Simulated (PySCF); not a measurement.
Match the calculated data to a structure.

All candidates are C6H7NO.

* XPS: C1s 290.5, C1s 290.6, C1s 290.8, C1s 291.0, C1s 292.2, C1s 292.7, N1s 404.5, O1s 539.2 eV [ΔSCF SCAN, pcX-2 on the ionised atom, pcseg-1 elsewhere, spin-free X2C]
* Rotational structure: rotational constants A, B, C: 5.168, 1.610, 1.237 GHz [PBE0-D3(BJ)/def2-SVP]
* Couplings: largest of the computed one-bond spin–spin couplings (means over like bonds): 13C–1H +188.6, 13C–1H +185.8, 13C–1H +169.7, 13C–1H +169.1, 13C–1H +148.9 (×3), 13C–13C +71.8, 13C–13C +67.2, 13C–13C +62.6 Hz [B3LYP/pcJ-1, spin–dipole term left out]
* Dipole: 1.84 D [CAM-B3LYP/def2-SVPD]
* 13C NMR: chemical shifts (computed TMS as zero) by class: 150.4 (1 C), 136.2 (1 C), 124.6 (1 C), 118.4 (1 C), 117.4 (1 C), 54.5 (1 C) ppm [GIAO KT2/pcSseg-1]
* Polarisability: 80.5 au [CAM-B3LYP/def2-SVPD]

The electronic properties come from PySCF, for the isolated species, density fitting. Levels stand in brackets. One conformer (not necessarily the lowest) at the PBE0-D3(BJ)/def2-SVP geometry, without solvent, vibrations or thermal averaging. NMR classes are plain means over equivalent atoms (diastereotopic ones count apart unless rotation or inversion swaps them), as if these changed places fast.

Question: Which candidate is it?
A. `Cc1cccc[n+]1[O-]`
B. `ONc1ccccc1`
C. `COc1cccnc1`

Answer: C. It is `COc1cccnc1`. Numbering: `[CH3:1][O:2][c:3]1[cH:4][cH:5][cH:6][n:7][cH:8]1`. Its formula, C6H7NO, gives 4 degrees of unsaturation: 1 ring and 3 π bonds in the structure found (Kekulé form). 6 carbons fall into 6 classes; from least to most shielded: aromatic carbon bearing oxygen [C3] (150.4 ppm), aromatic CH next to a ring nitrogen [C6] (136.2 ppm), aromatic CH next to a ring nitrogen [C8] (124.6 ppm), aromatic CH carbon [C5] (118.4 ppm), aromatic CH carbon [C4] (117.4 ppm), methoxy carbon [C1] (54.5 ppm). The couplings run between: +188.6 Hz, aromatic CH next to a ring nitrogen [C6] and its hydrogen; +185.8 Hz, aromatic CH next to a ring nitrogen [C8] and its hydrogen; +169.7 Hz, aromatic CH carbon [C4] and its hydrogen; +169.1 Hz, aromatic CH carbon [C5] and its hydrogen; +148.9 Hz, methoxy carbon [C1] and its hydrogen (with 2 like pairs); +71.8 Hz, aromatic carbon bearing oxygen [C3] and aromatic CH carbon [C4]; +67.2 Hz, aromatic carbon bearing oxygen [C3] and aromatic CH next to a ring nitrogen [C8]; +62.6 Hz, aromatic CH carbon [C4] and aromatic CH carbon [C5]. The core levels belong to: C1s 290.5 eV, aromatic CH carbon [C5]; C1s 290.6 eV, aromatic CH carbon [C4]; C1s 290.8 eV, aromatic CH next to a ring nitrogen [C6]; C1s 291.0 eV, aromatic CH next to a ring nitrogen [C8]; C1s 292.2 eV, aromatic carbon bearing oxygen [C3]; C1s 292.7 eV, methoxy carbon [C1]; N1s 404.5 eV, pyridine-type nitrogen [N7]; O1s 539.2 eV, aryl ether oxygen [O2]. The hole state at 292.2 eV has ⟨S²⟩ = 0.85 against 0.75, so that value is less sure. The optimised geometry has point group Cs and is an asymmetric top.

The others, at the same levels:
- `Cc1cccc[n+]1[O-]` fails: its computed static isotropic polarisability is 84.6 au (against 80.5 au), rotational constant A is 3.570 GHz (against 5.168 GHz) and smallest rotational constant is 1.405 GHz (against 1.237 GHz).
- `ONc1ccccc1` fails: its computed static isotropic polarisability is 83.3 au (against 80.5 au), smallest rotational constant is 1.187 GHz (against 1.237 GHz) and dipole moment is 1.12 D (against 1.84 D).

Each candidate is one conformer, not necessarily the lowest. Dipoles, sizes and rotational constants follow the conformer. The torsions of the flexible species, by atom-mapped SMILES:
- `[CH3:1][O:2][c:3]1[cH:4][cH:5][cH:6][n:7][cH:8]1`: C1–O2–C3–C4 -179°
- `[OH:1][NH:2][c:3]1[cH:4][cH:5][cH:6][cH:7][cH:8]1`: O1–N2–C3–C4 24°, H–O1–N2–C3 -117°
